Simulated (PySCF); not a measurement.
Compound: C6H8O2S.
Numbering: `[CH:1]#[C:2][C@H:3]1[CH2:4][CH2:5][S:6](=[O:7])(=[O:8])[CH2:9]1`

Structure used (GFN2-xTB), in Å, numbered top down from 1:
```xyz
17
C6H8O2S angstrom
C      1.4455   -2.2786    0.7198
C      1.2642   -1.2021    0.2311
C      1.0424    0.1075   -0.3576
C     -0.1163    0.0464   -1.3720
C     -1.3770   -0.2345   -0.5871
S     -1.1743    0.8617    0.8633
O     -1.5022    0.1685    2.0768
O     -1.8356    2.1147    0.6191
C      0.6370    1.1046    0.7175
H      1.6062   -3.2202    1.1531
H      1.9631    0.4252   -0.8605
H     -0.2042    1.0139   -1.8701
H      0.0740   -0.7205   -2.1242
H     -2.2904    0.0376   -1.1036
H     -1.4233   -1.2538   -0.2163
H      1.0871    0.9062    1.6842
H      0.7967    2.1354    0.4164
```

Probes without a nucleus sit at each ring's centroid and 1 Å off its mean plane on both sides; NICS is minus the shielding there, NICSzz its component along the normal. Level: GIAO PBE0/pcSseg-1 (PySCF, non-relativistic, gas phase) on the GFN2-xTB geometry, one conformer.

Ring bond lengths (Å), with Mayer bond orders in brackets: C3–C4 1.541 (1.01), C4–C5 1.511 (1.01), C5–S6 1.829 (0.85), S6–C9 1.833 (0.83), C9–C3 1.521 (1.01).

Problem. Give the NICS values of each ring in ppm.

Solution. 
```
          ring                                             type  NICS(0)  NICS(1), two faces  NICS(1)zz, two faces  rms pucker (Å)  centre to ring atoms, mean (Å)
C3–C4–C5–S6–C9  5-membered ring with S; formal bonds all single     -5.9         -3.6 / -3.5           -3.4 / -4.5            0.21                            1.37
```

Problem. What can be read from them?

Solution. 
- C3–C4–C5–S6–C9: mean NICS(1)zz -4.0 ppm, shielded. C3, C4, C5, S6, C9 have four or more neighbours, and the NICS criterion for π rings isn't applied. A hydrogen on C4, outside the ring, lies only 1.26 Å from a NICS(1) probe, which then mostly feels that atom.

Time: 26 s; peak memory 0.90 GiB. Hardware: Arm Neoverse V2, one thread, shared host with 96 logical CPUs at a one-minute load of 14. This is the whole shielding run at PBE0/pcSseg-1, SCF included.
